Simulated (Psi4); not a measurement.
cyclohexanone (C$_{6}$H$_{10}$O), singlet, at a GFN2-xTB geometry. Base run: PBE/6-31G (Psi4).

Geometry (Å):
```xyz
17

O      2.2532     0.3875    -0.1506
C      1.1114     0.2148     0.1925
C      0.1058     1.3360     0.3155
C     -1.1476     1.0252    -0.5067
C     -1.7403    -0.3182    -0.0970
C     -0.7115    -1.4266    -0.2889
C      0.5471    -1.1443     0.5357
H     -0.1672     1.4338     1.3692
H      0.5634     2.2705    -0.0126
H     -1.8809     1.8217    -0.3653
H     -0.8834     0.9982    -1.5661
H     -2.6267    -0.5293    -0.6982
H     -2.0475    -0.2798     0.9509
H     -1.1317    -2.3893     0.0086
H     -0.4403    -1.4922    -1.3450
H      1.3066    -1.9071     0.3584
H      0.2922    -1.1480     1.5985
```
All else is at Psi4's defaults (density fitting, Cartesian functions).
Base energy -309.40503 Eh.

Each row names what was changed in the base input (with any setting that the change needs).

| change | ΔE vs base (mEh) | SCF cycles | grid points | basis functions |
|---|---|---|---|---|
| base | 0.000 | 9 | 354917 | 83 |
| dft_radial_points = 99 | 0.000 | 9 | 466388 | 83 |
| cholesky_tolerance = 1e-3 (with scf_type cd) | … | 9 | 354917 | 83 |
| dft_spherical_points = 434 | -0.006 | 9 | 509592 | 83 |
| soscf = true | 0.000 | 7 | 354917 | 83 |
| scf_initial_accelerator = ediis | 0.000 | 9 | 354917 | 83 |
| scf_type = out_of_core | 0.092 | 9 | 354917 | 83 |
| dft_radial_scheme = becke | 0.000 | 9 | 314544 | 83 |
| dft_basis_tolerance = 1e-8 | 0.000 | 9 | 351889 | 83 |
| dft_radial_scheme = mura | 0.000 | 9 | 361857 | 83 |
| basis_guess = sto-3g | 0.000 | 8 | 354917 | 83 |
| scf_type = mem_df | 0.000 | 9 | 354917 | 83 |
| puream = false | 0.000 | 9 | 354917 | 83 |

Problem. Some entries are withheld; supply them.

Solution. 
- cholesky_tolerance = 1e-3 (with scf_type cd), ΔE vs base (mEh): -13.717
